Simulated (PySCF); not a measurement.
These compounds are isomers of formula C₆H₁₁NOSi.

A. `CCCc1cnoc1[SiH3]`
B. `COC[SiH2]n1cccc1`
C. SMILES C=C[C@@H](C)[C@H](C#N)O[SiH3]

Spectrum 1. $^{13}$C{$^{1}$H} NMR (computed): δ 169.1 (C), 155.9 (CH), 139.0 (C), 30.0 (CH2), 28.8 (CH2), 14.3 (CH3).

Spectrum 2. $^{13}$C{$^{1}$H} NMR (computed): δ 148.5 (CH), 127.0 (CH2), 123.4 (C), 68.7 (CH), 52.5 (CH), 18.9 (CH3).

Spectrum 3. $^{13}$C{$^{1}$H} NMR (computed): δ 126.1 (CH), 117.7 (CH), 63.1 (CH3), 62.6 (CH2).

[PySCF 2.14.0 with density-fitted response routines: shieldings: GIAO PBE0/pcSseg-1; structure optimised with GFN2-xTB; no solvent model; one computed conformer; fast rotation and ring inversion assumed for equivalent nuclei; non-relativistic Hamiltonian]

δ = σ(ref) − σ, references computed at the same level: $^{13}$C (186.93 ppm) vs TMS. Shifts are as computed. Against solution values, carbons near 30 ppm lie about +3 ppm off and those near 130 ppm about +5 ppm. Of 1211 compounds with measured shifts, 218 miss one by over three times the rms of a fit or turn the order of signals round; such compounds aren't used in these exercises.

Match each spectrum to its structure.

Answers

1–A, 2–C, 3–B.

- Spectrum 1 (A): 6 $^{13}$C signals; δC 155.9 is an aromatic CH next to a ring nitrogen; δC 30.0 is an sp3 CH2.
- Spectrum 2 (C): 6 $^{13}$C signals; δC 148.5 is an alkene CH; δC 127.0 is a terminal =CH2 carbon.
- Spectrum 3 (B): 4 $^{13}$C signals; δC 63.1 is a methyl carbon bonded to O; δC 62.6 is an sp3 CH2 bonded to O and Si.
